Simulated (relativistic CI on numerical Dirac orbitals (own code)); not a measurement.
# Radial parameters of Xe⁹⁺

These numbers are calculated, not measured: Dirac-Coulomb-Breit CI, orbitals from a KLI potential per configuration, model QED (radiative potential, 1s self-energy scaled to tabulated hydrogen-like ionisation energies), unscaled Slater integrals (own radial code, finite nucleus).

Slater integrals F^k, G^k are unscaled and averaged over j, outside the closed core [Ar] 3d10; ζ comes from projecting the Hamiltonian with its Breit term on Σ l·s of the shell.

- 4s2 4p6 4d9: ζ(4d) = 6580.7 cm⁻¹; <r>(4d) = 0.8349, <r^2>(4d) = 0.8028 (bohr units).
- 4s2 4p5 4d10: ζ(4p) = 67642 cm⁻¹; <r>(4p) = 0.7515, <r^2>(4p) = 0.6406 (bohr units).
- 4s2 4p6 4d8 4f: F^2(4d,4d) = 121840, F^4(4d,4d) = 81640, ζ(4d) = 6670.9, F^2(4d,4f) = 103330, F^4(4d,4f) = 66467, G^1(4d,4f) = 123660, G^3(4d,4f) = 77450, G^5(4d,4f) = 54729, ζ(4f) = 259.29 cm⁻¹; <r>(4d) = 0.8316, <r^2>(4d) = 0.7965, <r>(4f) = 1.044, <r^2>(4f) = 1.296 (bohr units).

(1) Give the Racah parameters of the d shell in 4s2 4p6 4d8 4f.

Averages of the first 10 configurations, taken without configuration mixing, which lowers the lowest level and can move excited configurations by several eV; other configurations of the list can lie among them:

```csv
Configuration,Parity,States,Average energy above the lowest level (eV)
4s2 4p6 4d9,even,10,1.9
4s2 4p5 4d10,odd,6,96.2
4s2 4p6 4d8 4f,odd,630,91.8
4s2 4p6 4d8 5s,even,90,66.9
4s2 4p6 4d8 5p,odd,270,84.8
4s 4p6 4d10,even,2,158.1
4s2 4p5 4d9 4f,even,840,185.0
4s2 4p6 4d7 5s 5p,odd,1440,153.6
4s2 4p6 4d8 5d,even,450,111.1
4s2 4p6 4d7 4f 5s,odd,3360,158.6
```

Answers

(1) B = F²/49 − 5F⁴/441 = 1561 cm⁻¹ and C = 35F⁴/441 = 6479 cm⁻¹.
